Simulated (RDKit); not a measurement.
A run for RDKit: UFF on HCl (SMILES Cl).

```python
from rdkit import Chem
from rdkit.Chem import AllChem, rdDetermineBonds

blocks = [
'''2

Cl   -0.17401669   -0.02806795    0.46864118
H    -0.20298857    0.22866111    1.76144123
''',
]
mol = None
for b in blocks:
    f = Chem.MolFromXYZBlock(b)
    rdDetermineBonds.DetermineBonds(f, charge=0)
    mol = f if mol is None else Chem.CombineMols(mol, f)
Chem.SanitizeMol(mol)
print(Chem.MolToSmiles(Chem.RemoveHs(mol)))
ff = AllChem.UFFGetMoleculeForceField(mol, vdwThresh=100.0, ignoreInterfragInteractions=False)
e = ff.CalcEnergy()
print(f'UFF energy {e:.6f} kcal/mol')
```

The log:

```
Cl
UFF energy 0.699807 kcal/mol
```

The run finished.

Cost: roughly 0.03 core-seconds.
